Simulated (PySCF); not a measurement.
# What settings do to a single point of Eu2O3

The sound run of Eu2O3 (singlet in the valence; each metal's 4f electrons, 6 of them, lie in its core potential, out of spins and levels) uses PySCF 2.14.0, RKS BP86, Eu lcecp-1-SVP with ECP52, O def2-SVP; non-relativistic Hamiltonian with scalar-relativistic core potentials where named; density fitting; no spin-orbit coupling, grid (50, 194), threshold 1e-8 Eh and 55 cycles, at the relaxed geometry:

```xyz
5

Eu    0.5474    0.0347    2.0703
Eu    0.5474    0.0347   -2.0703
O     0.9929    0.0630    0.0000
O    -1.3139   -0.0834    2.3260
O    -1.3139   -0.0834   -2.3260
```

There Eu1 has a Mulliken charge of 0.69 e and the dipole about the centre of mass is 11.51 D. Each run below changes one thing and starts from free metal ions and neutral atoms unless it says otherwise; with 55 cycles, smearing, a level shift and second-order steps follow where DIIS fails, and their cycles count. Energy shifts count from the sound run. On f atoms grids over 110 angular points are at least (60, 302).

```json
{"change": "cycle limit 8", "outcome": "not converged", "cycles": "8", "energy shift (eV)": "–", "largest force component (eV/Å)": "–", "charge on Eu1 (e)": "–", "dipole about the centre of mass (D)": "–"}
{"change": "charge changed by +1, spin kept, limit 69 cycles", "outcome": "refused", "cycles": "–", "energy shift (eV)": "–", "largest force component (eV/Å)": "–", "charge on Eu1 (e)": "–", "dipole about the centre of mass (D)": "–"}
{"change": "grid (40, 110)", "outcome": "converged", "cycles": "13", "energy shift (eV)": "0.0081", "largest force component (eV/Å)": "0.12", "charge on Eu1 (e)": "0.69", "dipole about the centre of mass (D)": "11.51"}
{"change": "start from a density of up to 30 smeared cycles (not counted)", "outcome": "converged", "cycles": "10", "energy shift (eV)": "0.0000", "largest force component (eV/Å)": "0.01", "charge on Eu1 (e)": "0.69", "dipole about the centre of mass (D)": "11.51"}
```

Q: How does the run with this change end: threshold 0.0001?

A: outcome converged, cycles 10, energy shift (eV) 0.0002, largest force component (eV/Å) 0.01, charge on Eu1 (e) 0.69, dipole about the centre of mass (D) 11.55.

Forces carry noise of the integration grid, about 0.01 to 0.03 eV/Å.

A frequency check found unstable modes (1, the lowest at -58 cm⁻¹), so the relaxed geometry is probably a saddle point. An lcecp potential fixes the number of 4f electrons, so in runs with it no electron can move into or out of that shell.
